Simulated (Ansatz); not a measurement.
`C=C[CH2][GeH3]` + CH₃OH → `C[O][GeH3]` + propene at 600 K and 1 bar (ligand exchange at a Ge–C bond).

Isolated molecules relaxed with PBE0-D4/def2-TZVP in Ansatz; ΔE leaves out vibrations. CCSD(T)/CBS adds triple-zeta CCSD(T) − MP2 to the extrapolated MP2 energy (def2 sets, frozen cores). This one scheme is used for every species. For Ge outer-core shells are correlated without core-valence functions, which leaves a few kJ/mol of doubt a bond. Scalar relativity is left out up to krypton. One conformer a species, not always the lowest.

| species | CCSD(T)/CBS energy (Eh) | H − E (kJ/mol) | S (J/(mol·K)) |
| --- | --- | --- | --- |
| `C=C[CH2][GeH3]` | -2195.05349 | 305.5 | 425.2 |
| CH₃OH | -115.61712 | 163.6 | 277.3 |
| `C[O][GeH3]` | -2192.93708 | 218.7 | 379.2 |
| `C=CC` | -117.74610 | 248.6 | 323.1 |

H − E and S are ideal-gas, rigid-rotor, harmonic terms from PBE0-D4/def2-TZVP, for one conformer and one mirror image of each species. 1 Eh = 2625.50 kJ/mol, R = 8.31446 J/(mol·K).

Question: By hand: ΔE, ΔH, ΔS and ΔG.

Answer: ΔE = (-2192.93708) + (-117.74610) − (-2195.05349) − (-115.61712) = -0.01257 Eh = -33.0 kJ/mol. Δ(H − E) = 218.7 + 248.6 − 305.5 − 163.6 = -1.8, so ΔH = -34.8 kJ/mol. ΔS = 379.2 + 323.1 − 425.2 − 277.3 = -0.2 J/(mol·K). ΔG = -34.8 − 600 × (-0.2)/1000 = -34.7 kJ/mol.

Question: By hand: the equilibrium constant, and the temperature at which ΔG would vanish if ΔH and ΔS stayed fixed.

Answer: log₁₀ K = −ΔG/(RT ln 10) = 3.0. ΔG = 0 at ΔH/ΔS = 174000 K, far beyond where these terms or the molecules hold.

The number of gas molecules stays the same, so ΔS is small and ΔH decides. A doubt of 5 kJ/mol in ΔE shifts log₁₀ K by 0.4 here. Other conformers and mirror images would add mixing entropy, several J/(mol·K) or more a flexible species. These are equilibria of isolated gas molecules and say nothing of rates. Largest T1 diagnostic: 0.011 (customary marks: 0.02 for closed shells, 0.045 for open ones).
